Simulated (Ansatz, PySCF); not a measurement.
C₂H₅ClOSi₂, SMILES O[Si@@H]1[SiH2]C=C1Cl. Atoms are numbered in the order given.

```xyz
11

O     -1.4850    -1.0961     1.6407
Si    -0.4480    -1.0480     0.3362
Si     1.8726    -0.6885     0.5085
C      1.2333     0.8057    -0.4663
C     -0.1112     0.6277    -0.4905
Cl    -1.2443     1.7406    -1.2192
H     -1.2813    -0.5224     2.3891
H     -0.9885    -2.0674    -0.5973
H      2.8628    -1.5472    -0.2066
H      2.4380    -0.3329     1.8451
H      1.7377     1.6565    -0.9392
```

Geometry optimised at B3LYP-D3(BJ)/def2-SVP. The structure was generated by enumeration; whether it is a known compound was not checked. One conformer was computed; it need not be the lowest.

Two levels are set side by side: PBE-D3(BJ)/def2-SVP (Ansatz, a quantum-chemistry and plane-wave program) and B3LYP-D3(BJ)/def2-SVP (Ansatz). Each level has its own optimised geometry; the coordinates shown are those of the second. Frequencies come from the Hessian of PySCF at each geometry. Differences are taken from unrounded values.

```tsv
quantity	B3LYP-D3(BJ)	PBE-D3(BJ)	PBE-D3(BJ) minus B3LYP-D3(BJ)
mean bond length (Å)	1.587	1.595	0.009
bond O1–Si2 (Å)	1.667	1.681	0.014
bond Si2–Si3 (Å)	2.355	2.360	0.005
bond Si2–C5 (Å)	1.899	1.906	0.008
bond Si3–C4 (Å)	1.895	1.898	0.003
bond C4–C5 (Å)	1.357	1.367	0.010
bond C5–Cl6 (Å)	1.747	1.745	-0.003
bond O1–H7 (Å)	0.965	0.973	0.009
bond Si2–H8 (Å)	1.484	1.498	0.014
bond Si3–H9 (Å)	1.493	1.507	0.014
bond Si3–H10 (Å)	1.494	1.508	0.014
bond C4–H11 (Å)	1.096	1.105	0.008
highest harmonic wavenumber (cm⁻¹)	3868	3758	-111
mean harmonic wavenumber (cm⁻¹)	1028	997	-31
zero-point energy (kcal/mol)	39.67	38.46	-1.21
```

GGA bonds tend to be longer and softer than those of functionals with exact exchange. Differences between two approximate levels are no errors against the true value.
